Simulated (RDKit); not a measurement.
Input for RDKit: UFF on CH4 (SMILES C).

```python
from rdkit import Chem
from rdkit.Chem import AllChem, rdDetermineBonds

blocks = [
'''5

C    -0.00000087   -0.00000019   -0.00000072
H    -0.71147192   -0.28402228   -0.77428990
H     0.11589809    1.08300633    0.00698061
H    -0.36736880   -0.33209009    0.97012376
H     0.96294351   -0.46689378   -0.20281375
''',
]
mol = None
for b in blocks:
    f = Chem.MolFromXYZBlock(b)
    rdDetermineBonds.DetermineBonds(f, charge=0)
    mol = f if mol is None else Chem.CombineMols(mol, f)
Chem.SanitizeMol(mol)
print(Chem.MolToSmiles(Chem.RemoveHs(mol)))
ff = AllChem.UFFGetMoleculeForceField(mol, vdwThresh=100.0, ignoreInterfragInteractions=False)
e = ff.CalcEnergy()
print(f'UFF energy {e:.6f} kcal/mol')
```

Output:

```
C
UFF energy 0.539724 kcal/mol
```

The run finished.

Cost: very roughly 0.010 core-seconds.
